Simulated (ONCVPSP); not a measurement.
Pseudopotential generation for argon (Ar): ONCV, PBEsol, scalar-relativistic.

The input file (ONCVPSP 4.0.1):

```
# ATOM AND REFERENCE CONFIGURATION
# atsym  z   nc   nv     iexc    psfile
  Ar 18.00    1    4  -116133      upf
#
#   n    l    f
    1    0    2.00
    2    0    2.00
    2    1    6.00
    3    0    2.00
    3    1    5.50
#
# PSEUDOPOTENTIAL AND OPTIMIZATION
# lmax
    2
#
#   l,   rc,      ep,       ncon, nbas, qcut
    0    0.80    0.00    5    8   13.20
    1    0.80    0.00    4    7   18.50
    2    0.75    0.20    4    7   13.30
#
# LOCAL POTENTIAL
# lloc, lpopt,  rc(5),   dvloc0
    2    5    0.75    0.00
#
# VANDERBILT-KLEINMAN-BYLANDER PROJECTORs
# l, nproj, debl
    0    3    1.60
    1    2    4.00
    2    0    0.60
#
# MODEL CORE CHARGE
# icmod, fcfact, rcfact
    0    0.00    0.00
#
# LOG DERIVATIVE ANALYSIS
# epsh1, epsh2, depsh
  -12.00    5.00    0.04
#
# OUTPUT GRID
# rlmax, drl
    6.00    0.01
#
# TEST CONFIGURATIONS
# ncnf
    4
# nvcnf
#   n    l    f
    4
    2    0    2.00
    2    1    6.00
    3    0    2.00
    3    1    6.00
#
    4
    2    0    2.00
    2    1    6.00
    3    0    2.00
    3    1    5.00
#
    4
    2    0    2.00
    2    1    6.00
    3    0    2.00
    3    1    4.00
#
    4
    2    0    2.00
    2    1    6.00
    3    0    1.00
    3    1    6.00
#
```

Command:

```bash
oncvpsp.x < Ar.dat > Ar.out
```

The program printed (shortened: citation, most of the input echo, consistency checks and plot data are left out):

```
ONCVPSP  (Optimized Norm-Conservinng Vanderbilt PSeudopotential)
scalar-relativistic version 4.0.1

#   n    l    f        energy (Ha)
    1    0    2.00    -1.1474372E+02
    2    0    2.00    -1.1138262E+01
    2    1    6.00    -8.6842046E+00
    3    0    2.00    -1.1096563E+00
    3    1    5.50    -5.8607207E-01

Reference configufation results
  iterations    21
  all-electron total energy (Ha)   -5.28244146D+02

Begin loop to  construct optimized pseudo wave functions
and semi-local pseudopoentials for all angular momenta

   Wellstate for l =  0  n =  4
     eigenvalue =   0.4903
     asymptotic potential =   0.9903
     half-point radius =  2.9989

Calculating optimized projector #   1

 for l=   0

    Fraction of norm inside rc  0.969074
    Optimizing pswf for qcut=  13.21 a_B^-1,  ecut=  87.20 Ha
    Residual kinetic energy error=  6.85D-05 Ha

    Energy error per electron        Cutoff
         Ha          eV             Ha
         0.01000     0.27211       45.76
         0.00100     0.02721       56.64
         0.00010     0.00272       69.01
         0.00001     0.00027      246.71

Calculating optimized projector #   2

 for l=   0

    Fraction of norm inside rc  0.098186
    Optimizing pswf for qcut=  13.21 a_B^-1,  ecut=  87.20 Ha
    Residual kinetic energy error=  1.82D-04 Ha

    Energy error per electron        Cutoff
         Ha          eV             Ha
         0.01000     0.27211       37.49
         0.00100     0.02721       49.51
         0.00010     0.00272      128.34
         0.00001     0.00027      308.93

Calculating optimized projector #   3

 for l=   0

    Fraction of norm inside rc  0.030421
    Optimizing pswf for qcut=  13.21 a_B^-1,  ecut=  87.20 Ha
    Residual kinetic energy error=  6.24D-05 Ha

    Energy error per electron        Cutoff
         Ha          eV             Ha
         0.01000     0.27211       31.71
         0.00100     0.02721       44.00
         0.00010     0.00272       75.72
         0.00001     0.00027      164.47

Calculating optimized projector #   1

 for l=   1

    Fraction of norm inside rc  0.970531
    Optimizing pswf for qcut=  18.48 a_B^-1,  ecut= 170.72 Ha
    Residual kinetic energy error=  4.51D-06 Ha

    Energy error per electron        Cutoff
         Ha          eV             Ha
         0.01000     0.27211      118.32
         0.00100     0.02721      137.88
         0.00010     0.00272      152.72
         0.00001     0.00027      165.26

Calculating optimized projector #   2

 for l=   1

    Fraction of norm inside rc  0.075634
    Optimizing pswf for qcut=  18.48 a_B^-1,  ecut= 170.72 Ha
    Residual kinetic energy error=  1.15D-05 Ha

    Energy error per electron        Cutoff
         Ha          eV             Ha
         0.01000     0.27211      109.09
         0.00100     0.02721      134.91
         0.00010     0.00272      154.79
         0.00001     0.00027      173.73

   Wellstate for l =  2  n =  3
     eigenvalue =   0.2000
     asymptotic potential =   0.7000
     half-point radius =  3.4022

Calculating optimized projector #   1

 for l=   2

    Fraction of norm inside rc  0.044576
    Optimizing pswf for qcut=  13.32 a_B^-1,  ecut=  88.76 Ha
    Residual kinetic energy error=  1.69D-04 Ha

    Energy error per electron        Cutoff
         Ha          eV             Ha
         0.01000     0.27211       44.41
         0.00100     0.02721       70.69
         0.00010     0.00272       96.79
         0.00001     0.00027      274.79

Construct Vanderbilt / Kleinmman-Bylander projectors

B matrix Hermiticity error, ll=   0
   1   2    2.3450E-03
   1   3   -1.4674E-03
   2   3    8.8610E-05

  Orthonormal projector coefficients -5.8542E+01  1.8984E+01  4.3466E+00

B matrix Hermiticity error, ll=   1
   1   2    1.4372E-03

  Orthonormal projector coefficients -1.8299E+01 -4.5996E+00

Pseudoatom total energy -209.740391

Diagnostic tests using Vanderbilt-Kleinman-Bylander pseudopotentials
  1 or more projectors used as specified by nproj input data

   l    rcore       rmatch      e in        delta e   norm test  slope test

   0   0.8024729   0.8268378 -11.1382617   0.0000455   1.0003612   1.0003103
   0   0.8024729   0.8268378  -1.1096563   0.0000412   1.0000927   1.0000738
   0   0.8024729   0.8268378   0.4903437   0.0001778   1.0004577   1.0004577

   1   0.8024729   0.8268378  -8.6842046  -0.0000131   1.0003596   1.0003489
   1   0.8024729   0.8268378  -0.5860721   0.0000554   1.0000980   1.0000825

   2   0.7513678   0.7741810   0.2000000   0.0000853   1.0000043   1.0000043

 Testing for bound ghosts
   n   l    E NL Schr. Eq   E Basis Diag.   E Cutoff

   1   0      -11.138216      -11.138213    544.57
   2   0       -1.109615       -0.938896    544.57

   2   1       -8.684218       -8.684200    348.15
   3   1       -0.586017       -0.312302    348.15

 Testing for highly-localized positive-energy ghosts
       l    <radius>/rc     E Basis Diag.   E Cutoff

Test configuration 0

   n   l     f        eae           eps        diff
   1   0  2.0000 -114.74371638
   2   0  2.0000  -11.13826168  -11.13821614    4.55D-05
   2   1  6.0000   -8.68420463   -8.68421772   -1.31D-05
   3   0  2.0000   -1.10965630   -1.10961507    4.12D-05
   3   1  5.5000   -0.58607207   -0.58601670    5.54D-05

    Total energies and differences
      AE_ref= -5.28244146D+02  AE_tst= -5.28244146D+02  dif=  0.00D+00
      PS_ref= -2.09740391D+02  PS_tst= -2.09740391D+02  dif= -8.53D-14
      PSP excitation error=  8.53D-14

Test configuration 1

   n   l     f        eae           eps        diff
   1   0  2.0000 -114.49546142
   2   0  2.0000  -10.89436455  -10.89442507   -6.05D-05
   2   1  6.0000   -8.43977248   -8.44048567   -7.13D-04
   3   0  2.0000   -0.88936976   -0.88931418    5.56D-05
   3   1  6.0000   -0.37606385   -0.37602767    3.62D-05

    Total energies and differences
      AE_ref= -5.28244146D+02  AE_tst= -5.28483988D+02  dif= -2.40D-01
      PS_ref= -2.09740391D+02  PS_tst= -2.09980237D+02  dif= -2.40D-01
      PSP excitation error=  3.95D-06

Test configuration 2

   n   l     f        eae           eps        diff
   1   0  2.0000 -115.01638253
   2   0  2.0000  -11.40433347  -11.40418246    1.51D-04
   2   1  6.0000   -8.95106565   -8.95009669    9.69D-04
   3   0  2.0000   -1.34493866   -1.34491540    2.33D-05
   3   1  5.0000   -0.81102151   -0.81093116    9.03D-05

    Total energies and differences
      AE_ref= -5.28244146D+02  AE_tst= -5.27895490D+02  dif=  3.49D-01
      PS_ref= -2.09740391D+02  PS_tst= -2.09391737D+02  dif=  3.49D-01
      PSP excitation error=  1.53D-06

Test configuration 3

   n   l     f        eae           eps        diff
   1   0  2.0000 -115.62894521
   2   0  2.0000  -11.99620292  -11.99584066    3.62D-04
   2   1  6.0000   -9.54535908   -9.54148656    3.87D-03
   3   0  2.0000   -1.85370731   -1.85371813   -1.08D-05
   3   1  4.0000   -1.29957750   -1.29934100    2.37D-04

    Total energies and differences
      AE_ref= -5.28244146D+02  AE_tst= -5.26844317D+02  dif=  1.40D+00
      PS_ref= -2.09740391D+02  PS_tst= -2.08340621D+02  dif=  1.40D+00
      PSP excitation error=  5.92D-05

Test configuration 4

   n   l     f        eae           eps        diff
   1   0  2.0000 -115.06090444
   2   0  2.0000  -11.44983029  -11.45315288   -3.32D-03
   2   1  6.0000   -8.99558706   -8.99895266   -3.37D-03
   3   0  1.0000   -1.36784795   -1.36792404   -7.61D-05
   3   1  6.0000   -0.83116017   -0.83119318   -3.30D-05

    Total energies and differences
      AE_ref= -5.28244146D+02  AE_tst= -5.27360183D+02  dif=  8.84D-01
      PS_ref= -2.09740391D+02  PS_tst= -2.08856365D+02  dif=  8.84D-01
      PSP excitation error= -6.30D-05
```

The run took about 6.1 s on one core of a shared server CPU.
